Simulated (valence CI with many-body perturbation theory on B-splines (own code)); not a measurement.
Energy levels of Pb⁴³⁺

Computed by valence CI with perturbative core correlation (CI+MBPT): three valence electrons over a frozen Dirac-Fock core [Kr], a basis of 7 s, 7 p, 8 d, 6 f, 4 g, 1 h functions for each j, with the one-electron correlation potential Σ1 (screened to all orders), the two-electron term Σ2, the three-electron term Σ3, Breit, model QED; selected single and double excitations, second order for the rest, scaled by the run's own slope (own B-spline code, finite nucleus).

The last digits are not significant, and no measured levels were compared; by estimate large intervals hold to a few tenths of a per cent, small ones and those within an open d or f shell to about a per cent. The list stops below the first excitations out of the core.

Levels 1 to 19 of 19, with energies above the lowest level, (4d3/2^3) J=3/2. "Leading %" is the weight of the configuration and term that name the level; weights of strongly mixed levels are sums over their largest components and can fall short. In the jj column 3d3/2^4 stands for four electrons in 3d with j = 3/2.

| No. | Configuration | Term | J | E (cm⁻¹) | Leading % | Leading jj | g |
| --- | --- | --- | --- | --- | --- | --- | --- |
| 1 | 4d3 | 4F | 3/2 | 0 | 44 | 4d3/2^3 (98 %) | 0.723 |
| 2 | 4d3 | 4F | 5/2 | 227280 | 82 | 4d3/2^2 4d5/2 (99 %) | 1.057 |
| 3 | 4d3 | 4P | 3/2 | 248360 | 39 | 4d3/2^2 4d5/2 (99 %) | 1.177 |
| 4 | 4d3 | 2G | 7/2 | 265320 | 49 | 4d3/2^2 4d5/2 (97 %) | 1.042 |
| 5 | 4d3 | 2H | 9/2 | 266400 | 47 | 4d3/2^2 4d5/2 (99 %) | 1.037 |
| 6 | 4d3 | 4P | 1/2 | 268030 | 58 | 4d3/2^2 4d5/2 (100 %) | 1.819 |
| 7 | 4d3 | 2D | 5/2 | 349500 | 44 | 4d3/2^2 4d5/2 (96 %) | 1.244 |
| 8 | 4d3 | 4F | 7/2 | 487510 | 67 | 4d3/2 4d5/2^2 (99 %) | 1.123 |
| 9 | 4d3 | 4F | 9/2 | 505620 | 50 | 4d3/2 4d5/2^2 (98 %) | 1.135 |
| 10 | 4d3 | 4P | 3/2 | 520860 | 40 | 4d3/2 4d5/2^2 (99 %) | 1.114 |
| 11 | 4d3 | 2P | 1/2 | 531770 | 58 | 4d3/2 4d5/2^2 (100 %) | 1.507 |
| 12 | 4d3 | 4P | 5/2 | 535640 | 41 | 4d3/2 4d5/2^2 (96 %) | 1.299 |
| 13 | 4d3 | 2H | 11/2 | 540700 | 100 | 4d3/2 4d5/2^2 (100 %) | 1.085 |
| 14 | 4d3 | 2D | 5/2 | 568030 | 44 | 4d3/2 4d5/2^2 (98 %) | 1.092 |
| 15 | 4d3 | 2F | 7/2 | 570800 | 78 | 4d3/2 4d5/2^2 (99 %) | 1.088 |
| 16 | 4d3 | 2D | 3/2 | 640890 | 79 | 4d3/2 4d5/2^2 (96 %) | 0.883 |
| 17 | 4d3 | 2G | 9/2 | 764730 | 50 | 4d5/2^3 (99 %) | 1.165 |
| 18 | 4d3 | 2D | 3/2 | 811650 | 43 | 4d5/2^3 (97 %) | 1.140 |
| 19 | 4d3 | 2D | 5/2 | 849080 | 60 | 4d5/2^3 (97 %) | 1.168 |

The ionisation energy to 4d2 3F_2 of the next ion comes out as 2164.6 eV (NIST: 2163 ± 4 eV (theoretical)). All 19 levels together are meant to be complete up to 1211700 cm⁻¹.
